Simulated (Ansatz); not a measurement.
SiNH5O3, singlet: at the end structure of a reaction step.

in.yaml

```yaml
crystal:
  periodic: [false, false, false]
  atoms:
    - {symbol: Si, position_ang: [-0.674989, -0.143441, -0.002293]}
    - {symbol: N, position_ang: [1.219041, -0.013659, -0.364961]}
    - {symbol: O, position_ang: [-1.270032, -1.056867, -1.071054]}
    - {symbol: H, position_ang: [1.349456, 0.358088, -1.300908]}
    - {symbol: O, position_ang: [-0.935276, 1.481714, 0.034103]}
    - {symbol: O, position_ang: [-0.497578, -0.598924, 1.569692]}
    - {symbol: H, position_ang: [1.624491, -0.944156, -0.333072]}
    - {symbol: H, position_ang: [1.703286, 0.582890, 0.300166]}
    - {symbol: H, position_ang: [-1.595158, 1.769372, -0.599326]}
    - {symbol: H, position_ang: [-0.923038, -1.435119, 1.767653]}
basis:
  gaussian: {orbitals: def2-TZVPP}
hamiltonian: {xc: {name: wB97X-V}}
```

Command:

```bash
ansatz run in.yaml --threads 4 --pin off --events-out ev --progress --plain --max-ram 9574MiB
```

The run's output (Ansatz 0.2.0):

```
Functional definition: wB97X-V
  name "wB97X-V"
  cite "Mardirossian & Head-Gordon, Phys. Chem. Chem. Phys. 16, 9904 (2014) doi:10.1039/C3CP54374A"
  cite "Becke, J. Chem. Phys. 107, 8554 (1997) doi:10.1063/1.475007"
  cite "Vydrov & Van Voorhis, J. Chem. Phys. 133, 244103 (2010) doi:10.1063/1.3521275"
  parameter omega = 0.3/bohr
  parameter cx = 0.167
  parameter cx1 = 0.603
  parameter cx2 = 1.194
  parameter css0 = 0.556
  parameter css1 = -0.257
  parameter cos0 = 1.219
  parameter cos1 = -1.850
  parameter b = 6.0
  parameter c = 0.01
  exchange = spin_sum(e_x_unif_sr(omega)*poly(b97_u_x, 1 - cx, cx1, cx2)) + cx*exact_x_sr(omega) + exact_x_lr(omega)
  correlation = spin_sum(e_c_pw_same_spin*poly(b97_u_same, css0, css1))
      + integral(e_c_pw_opposite_spin*poly(b97_u_opposite, cos0, cos1)) + vv10(b, c)
1194 factors; their error is unknown
268 factors; integrals over basis functions are off by at most 6.0e-6 eV
mean field evaluation 1: about -15582.4555 eV, gradient 8.6e1 eV
mean field evaluation 2: about -15579.7935 eV, gradient 9.6e1 eV
mean field evaluation 4: about -15594.5079 eV, gradient 3.9e0 eV
mean field evaluation 8: about -15594.5372 eV, gradient 4.7e-2 eV
mean field evaluation 16: about -15594.5530 eV, gradient 7.8e-5 eV
mean field -15594.55298528 eV, -573.0892518414 hartree, gradient 1.2e-5 eV, S^2 0.000000; 0 other end points of the search recorded, 0 dependent functions left out
reference -15594.55298342 eV, -573.0892517732 hartree; 25, 25 occupied and 211, 211 virtual orbitals, 1194 factors
Total energy: -15594.55298342 eV, -573.0892517732 hartree
```

The lines “mean field evaluation” count trial sets of orbitals through the whole run, from several starts and some on an approximate energy, so they need not fall steadily or lie above the final value.

The run took about 6 s on 4 CPU threads of an Arm Neoverse V2 (shared host).
